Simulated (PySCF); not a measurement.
## C₆ coefficients of unlike pairs at wB97X-V

Calculated with PySCF 2.14 from the dipole response of each species, C₆(A,B) = (3/π) ∫ α_A(iu) α_B(iu) du, in atomic units, from isotropic polarisabilities. For ions this is the dispersion term alone; charge-induced terms of lower order in 1/R come first.

```
species           configuration                                                                                      basis      relativity  α (bohr³)  C₆ (like pair)
    Ge-  [Ar] 3d10 4s2 4p3 (4S)  aug-cc-pVTZ-PP with one added diffuse shell each of s, d, f type with ECP10MDF (7s5p5d3f)  core potential      175.5            2481
 Al(2+)           [Ne] 3s1 (2S)                                                              aug-cc-pCVQZ-DK (10s9p7d5f3g)   spin-free X2C      14.36           39.49
    Al+           [Ne] 3s2 (1S)                                                              aug-cc-pCVQZ-DK (10s9p7d5f3g)   spin-free X2C      25.15           130.1
  C(3+)           [He] 2s1 (2S)                                                                    dyall-acv3z (15s9p4d2f)            none      3.182           2.577
```

Problem. Estimate C₆ for C(3+) with Al+.

Solution. The integral gives 18.18. The combination rule 2 C_A C_B / (C_A α_B/α_A + C_B α_A/α_B) gives 18.21 and the geometric mean 18.31.

No spin-orbit coupling is included.

The other pairs:

```csv
pair,C₆
"Al+, Ge-",534.2
"Al(2+), Ge-",296.9
"C(3+), Ge-",72.40
"Al+, Al(2+)",71.60
"C(3+), Al(2+)",9.987
```
